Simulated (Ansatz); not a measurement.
Reaction (substitution at a C–N bond): `C=CN([SiH3])C=O` + `O[SiH2]F` → `C=CO[SiH2]F` + `O=CN[SiH3]`

Isolated molecules relaxed with PBE0-D4/def2-TZVP in Ansatz; ΔE leaves out vibrations. CCSD(T)/CBS adds triple-zeta CCSD(T) − MP2 to the extrapolated MP2 energy (def2 sets, frozen cores). DFT in def2-TZVPP. B3LYP here is the variant with VWN-RPA as its local correlation; programs differ in this. Each species was taken in one conformer, which may not be the lowest.

`C=CN([SiH3])C=O`:

Z-matrix (Å, degrees):
```
Si
N 1 1.761
H 1 1.481 2 105.6
H 1 1.482 2 109.8 3 -119.7
H 1 1.482 2 109.8 3 119.7
C 2 1.400 1 121.1 3 179.9
C 2 1.382 1 121.3 3 -0.1
C 6 1.329 2 125.0 1 0.0
H 6 1.084 2 113.0 1 -180.0
O 7 1.203 2 125.2 1 -180.0
H 7 1.103 2 112.3 1 0.0
H 8 1.085 6 123.5 2 0.0
H 8 1.081 6 119.6 2 -180.0
```

`O[SiH2]F`:

Z-matrix (Å, degrees):
```
Si
F 1 1.596
O 1 1.630 2 111.0
H 1 1.482 2 106.0 3 121.4
H 1 1.474 2 108.2 3 -116.3
H 3 0.958 1 119.1 2 71.8
```

`C=CO[SiH2]F`:

Cartesian coordinates in Å:
```
C -2.062 -0.414 0.012
C -0.744 -0.506 -0.035
O 0.058 0.580 -0.204
Si 1.685 0.624 -0.054
F 2.098 0.737 1.480
H -2.564 0.541 -0.069
H -2.655 -1.309 0.136
H -0.227 -1.461 0.046
H 2.136 1.843 -0.746
H 2.274 -0.634 -0.565
```

`O=CN[SiH3]`:

Cartesian coordinates in Å:
```
O -1.651 -0.834 -0.689
C -1.404 -0.309 0.372
N -0.186 0.214 0.661
Si 1.088 0.130 -0.551
H -2.152 -0.219 1.180
H -0.064 0.634 1.568
H 1.417 -1.276 -0.873
H 0.705 0.873 -1.771
H 2.248 0.787 0.103
```

```json
{"level": "PBE-D4", "ΔE (kJ/mol)": "23.0", "difference from CCSD(T)/CBS": "-2.2"}
{"level": "r2SCAN-D4", "ΔE (kJ/mol)": "21.3", "difference from CCSD(T)/CBS": "-3.9"}
{"level": "PBE0-D4", "ΔE (kJ/mol)": "23.4", "difference from CCSD(T)/CBS": "-1.8"}
{"level": "B3LYP-D4", "ΔE (kJ/mol)": "19.1", "difference from CCSD(T)/CBS": "-6.1"}
{"level": "ωB97X-V", "ΔE (kJ/mol)": "17.9", "difference from CCSD(T)/CBS": "-7.3"}
{"level": "ωB97M-V", "ΔE (kJ/mol)": "19.1", "difference from CCSD(T)/CBS": "-6.1"}
{"level": "B2PLYP", "ΔE (kJ/mol)": "18.7", "difference from CCSD(T)/CBS": "-6.5"}
{"level": "PBE", "ΔE (kJ/mol)": "19.0", "difference from CCSD(T)/CBS": "-6.2"}
{"level": "r2SCAN", "ΔE (kJ/mol)": "20.2", "difference from CCSD(T)/CBS": "-5.0"}
{"level": "PBE0", "ΔE (kJ/mol)": "19.8", "difference from CCSD(T)/CBS": "-5.4"}
{"level": "B3LYP", "ΔE (kJ/mol)": "12.6", "difference from CCSD(T)/CBS": "-12.6"}
{"level": "HF/def2-TZVPP", "ΔE (kJ/mol)": "5.4", "difference from CCSD(T)/CBS": "-19.8"}
{"level": "MP2/def2-TZVPP", "ΔE (kJ/mol)": "30.5", "difference from CCSD(T)/CBS": "5.3"}
{"level": "SCS-MP2/def2-TZVPP", "ΔE (kJ/mol)": "24.3", "difference from CCSD(T)/CBS": "-0.9"}
{"level": "CCSD/def2-TZVPP", "ΔE (kJ/mol)": "21.2", "difference from CCSD(T)/CBS": "-4.0"}
{"level": "CCSD(T)/def2-TZVPP", "ΔE (kJ/mol)": "24.3", "difference from CCSD(T)/CBS": "-0.9"}
{"level": "HF/def2-QZVPP", "ΔE (kJ/mol)": "4.7", "difference from CCSD(T)/CBS": "-20.5"}
{"level": "MP2/def2-QZVPP", "ΔE (kJ/mol)": "30.7", "difference from CCSD(T)/CBS": "5.5"}
{"level": "SCS-MP2/def2-QZVPP", "ΔE (kJ/mol)": "24.6", "difference from CCSD(T)/CBS": "-0.6"}
{"level": "HF/CBS(def2)", "ΔE (kJ/mol)": "4.6", "difference from CCSD(T)/CBS": "-20.6"}
{"level": "MP2/CBS(def2)", "ΔE (kJ/mol)": "31.3", "difference from CCSD(T)/CBS": "6.1"}
{"level": "CCSD/CBS(def2)", "ΔE (kJ/mol)": "22.1", "difference from CCSD(T)/CBS": "-3.1"}
{"level": "CCSD(T)/CBS", "ΔE (kJ/mol)": "25.2", "difference from CCSD(T)/CBS": "0"}
```

Largest T1 diagnostic among the species: 0.015.

The D4 term adds +6.5 kJ/mol with B3LYP and +3.5 kJ/mol with PBE0; it sums over pairs of atoms, weighted by their polarisabilities, and B3LYP, whose exchange is more repulsive, gets the larger term. In def2-TZVPP, CCSD(T) changes the Hartree–Fock value by +19.0 kJ/mol (the triples alone add +3.1 kJ/mol) and MP2 by +25.1 kJ/mol.
